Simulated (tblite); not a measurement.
Species: C8H14F (charge +1).
Cartesian coordinates in Å at the GFN2-xTB level; atoms count from 1:
```xyz
23
C8H14F angstrom
F      2.253    1.646    0.827
C      2.577    0.330    0.951
C      2.006   -0.465   -0.254
C      0.537   -0.310   -0.312
C      0.005    0.871   -0.947
C     -1.510    1.030   -0.987
C     -2.150    0.420    0.253
C     -1.807   -1.063    0.316
C     -0.296   -1.275    0.384
H      3.667    0.256    0.954
H      2.165   -0.019    1.903
H      2.479   -0.063   -1.151
H      2.306   -1.504   -0.114
H      0.459    1.711   -0.382
H      0.453    1.019   -1.938
H     -1.905    0.537   -1.876
H     -1.759    2.088   -1.067
H     -3.230    0.548    0.214
H     -1.785    0.926    1.148
H     -2.206   -1.560   -0.570
H     -2.275   -1.528    1.183
H     -0.032   -2.285    0.042
H      0.042   -1.283    1.433
```

Computed with GFN2-xTB (tblite): harmonic, unscaled wavenumbers at the GFN2-xTB geometry, gas phase. This tight-binding method is rough: wavenumbers can miss measured ones by several per cent, in bad cases by 10 to 20. One conformer, not necessarily the lowest.

Harmonic wavenumbers (cm⁻¹): 41.1, 54.0, 120.6, 145.0, 209.7, 303.5, 325.9, 383.7, 412.5, 450.8, 485.8, 576.6, 621.9, 777.1, 820.0, 862.5, 875.1, 906.1, 943.4, 956.6, 963.7, 1003.8, 1013.8, 1032.8, 1067.0, 1097.5, 1122.9, 1129.8, 1142.5, 1150.3, 1162.5, 1192.4, 1194.5, 1239.1, 1252.8, 1257.5, 1264.6, 1293.2, 1309.0, 1320.6, 1336.5, 1337.8, 1376.0, 1423.5, 1430.0, 1451.2, 1469.3, 1476.5, 1483.8, 2780.4, 2854.3, 2916.7, 2918.6, 2962.0, 2980.2, 2988.7, 2994.8, 2999.2, 3005.1, 3016.6, 3022.9, 3025.3, 3038.7.

A = 2770, B = 1053, C = 916.3 MHz; mass 129.108 u (most abundant isotopes); point group C1, symmetry number 1.

**Question.** Zero-point energy?

**Answer.** ½Σν̃ = 43885 cm⁻¹ = 524.98 kJ/mol.

**Question.** Give the ideal-gas entropy at 298.15 K and 1 bar in the rigid-rotor, harmonic-oscillator model (classical rotation).

**Answer.** Translation 169.48, rotation 122.08, vibration 113.28: S = 404.8 J/(mol K).

**Question.** And Cp and H(298.15 K) − H(0)?

**Answer.** Cp = 159.18 J/(mol K), of which vibrations give 125.92 (their classical limit is 63 R = 523.8); H(298.15 K) − H(0) = 27.59 kJ/mol without the zero-point energy, 17.68 from vibrations.

**Question.** How do the functions run with temperature in this model?

**Answer.** 
```tsv
T (K)	S (J/(mol K))	Cp (J/(mol K))	H − H(0) (kJ/mol)	G − H(0) (kJ/mol)	ln q(vib)
50	247.0	54.0	2.13	-10.22	0.65
100	290.2	72.5	5.30	-23.72	1.83
373.15	444.9	199.7	41.05	-124.98	8.32
500	512.3	261.8	70.45	-185.70	11.54
750	636.4	349.6	147.72	-329.60	18.10
1000	745.3	406.4	242.70	-502.63	24.55
```

q(vib) and H(0) count from the zero-point level.

**Question.** Which modes carry the vibrational entropy at 298.15 K?

**Answer.** 41.1 cm⁻¹: 21.78; 54.0 cm⁻¹: 19.52; 120.6 cm⁻¹: 12.93; 145.0 cm⁻¹: 11.45; 209.7 cm⁻¹: 8.56; 303.5 cm⁻¹: 5.85 J/(mol K); the other 57 give 33.19 together.

**Question.** Blend soft modes into free rotors: weight 1/[1 + (100 cm⁻¹/ν̃)⁴] for the oscillator and the rest for a rotor with moment μB/(μ + B), μ = h/(8π²ν), B = 10⁻⁴⁴ kg m². What vibrational entropy results?

**Answer.** 102.01 J/(mol K) in place of 113.28, which changes −T·S at 298.15 K by +3.36 kJ/mol.

**Question.** What must be added to the electronic energy to get the Gibbs energy at 298.15 K and 1 bar?

**Answer.** ZPE + [H(298.15 K) − H(0)] − T·S = 524.98 + 27.59 − 120.70 = 431.87 kJ/mol.

Hindered rotation and anharmonicity are outside this model. Other conformers, if any are populated, would add a mixing term that is left out. The structure is chiral; the term R ln 2 for an equal mix with its mirror image is left out.
